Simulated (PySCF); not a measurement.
Computed IR spectrum (relative IR intensity) of a molecule C3H8BFO. The structure is a stationary point at PBE-D3(BJ)/def2-SVP. The values are those of a single conformer. The numbers are results of PySCF 2.14.0 with PBE-D3(BJ)/def2-SVP, not measurements. Harmonic, unscaled wavenumbers; measured fundamentals usually lie a few per cent lower.

```
ν (cm⁻¹)  relative intensity
--------  ------------------
94                       2.2
184                      2.8
224                      3.2
269                       95
356                       12
496                      2.3
571                      2.1
801                       18
943                      8.9
964                      5.8
1008                      49
1051                      38
1106                      34
1139                     7.7
1220                      52
1308                      55
1320                     100
1341                      17
1359                      26
1366                     3.4
1426                      14
1428                     6.3
2861                      37
2920                      18
2969                     8.9
2974                      24
2982                     3.1
3057                      15
3062                      13
3715                      12
```

Problem. Identify the compound among the candidates.
(A) CCB(F)CO
(B) COB(C)CF
(C) CC(C)B(O)F
(D) CB(F)CCO

Solution. A, CCB(F)CO
